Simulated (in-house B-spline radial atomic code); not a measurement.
Configurations of Ag, with energies counted from [Kr] 4d10 5s1. All numbers are computed (scalar-relativistic (X2C) B3LYP, spin-polarised, spherical fractional occupations, exact exchange averaged over the configuration; Fermi nucleus of rms radius 4.5454 fm) with a radial B-spline atomic code at the basis-set limit, not measured. Shells without spins written out take the highest spin.

Occupations are held fixed; configurations that lie above the ionisation limit could autoionise.

| configuration | E - E(ref) (eV) | highest orbital | its <r> (bohr) |
| --- | --- | --- | --- |
| [Kr] 4d10 5f1 | 7.2149 | 5f up | 28.51 |
| [Kr] 4d9 5s1 6f1 | 12.184 | 6f up | 41.41 |
| [Ar] 3d10 4s2 4p5 4d10 5s1 5p1 | 61.116 | 5p up | 4.012 |
| [Ar] 3d10 4s2 4p5 4d10 5s1 6d1 | 65.082 | 6d up | 18.01 |
| [Ar] 3d9 4s2 4p6 4d10 5s1 5p1 | 370.89 | 5p up | 4.021 |
| [Ar] 3d9 4s2 4p6 4d10 5s1 6s1 | 373.24 | 6s up | 8.161 |

Q: Order these further configurations by energy, lowest first.
A. [Kr] 4d9 5s1 5f1
B. [Ar] 3d9 4s2 4p6 4d10 5s1 6d1
C. [Kr] 4d9 5s1 6p1
D. [Kr] 4d10 6d1
E. [Ar] 3d9 4s2 4p6 4d10 5s2

A: D (6.8644 eV), C (10.774 eV), A (12.016 eV), E (367.02 eV), B (374.83 eV).

Q: How far above the reference does [Kr] 4d9 5s1 6s1 lie?

A: 10.032 eV; its least bound orbital is 6s up with <r> = 8.182 bohr.
